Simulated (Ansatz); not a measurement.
**Question.** Predict a relaxed structure of Si3Te (the lowest singlet isomer of a short search), charge 0, singlet, at PBE-D4/def2-SVP (Ansatz).

**Answer.** 
```xyz
4

Si   -1.847   -0.239    0.755
Si   -0.271    1.182   -0.098
Si    0.139   -1.199    0.152
Te    1.979    0.256   -0.809
```
Point group C2v (tolerance 0.1 Å). This is one stationary point.

In the def2 sets Te takes a core potential; there is no spin–orbit coupling. The structure comes from a short search, and lower isomers may exist.
